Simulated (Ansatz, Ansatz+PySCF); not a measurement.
```xyz
18

C     3.7144    0.0000    0.0000
C     3.4904    1.2704    0.0000
C     2.8454    2.3876    0.0000
C     1.8572    3.2168    0.0000
C     0.6450    3.6580    0.0000
C    -0.6450    3.6580    0.0000
C    -1.8572    3.2168    0.0000
C    -2.8454    2.3876    0.0000
C    -3.4904    1.2704    0.0000
C    -3.7144    0.0000    0.0000
C    -3.4904   -1.2704    0.0000
C    -2.8454   -2.3876    0.0000
C    -1.8572   -3.2168    0.0000
C    -0.6450   -3.6580    0.0000
C     0.6450   -3.6580    0.0000
C     1.8572   -3.2168    0.0000
C     2.8454   -2.3876    0.0000
C     3.4904   -1.2704    0.0000
```

Basis set: def2-SVP (spherical functions). Charge 0, multiplicity 1.

Computed with Ansatz (development build ahead of 0.2.0); each method stands on the lowest determinant of its kind that the runs found. Restricted functionals stand beside restricted open-shell atoms, which can lie above the unrestricted atoms usual in DFT and then raise those values.

(1) Give the atomization energy at this shape (free ground-state atoms in the same class of orbitals less the molecule, no zero-point energy) of singlet C₁₈ by ωB97X (unrestricted), PBE0 (unrestricted), PBE0 (restricted), RHF.

## Answers

(1)

```
              method  atomization energy
ωB97X (unrestricted)           112.32 eV
 PBE0 (unrestricted)           117.77 eV
   PBE0 (restricted)           118.56 eV
                 RHF            77.18 eV
```

Caution for ωB97X (unrestricted): the unrestricted determinant is a mixture of spin states. Caution for PBE0 (unrestricted): the unrestricted determinant is spin contaminated.

The shape needn't be a minimum at these levels.
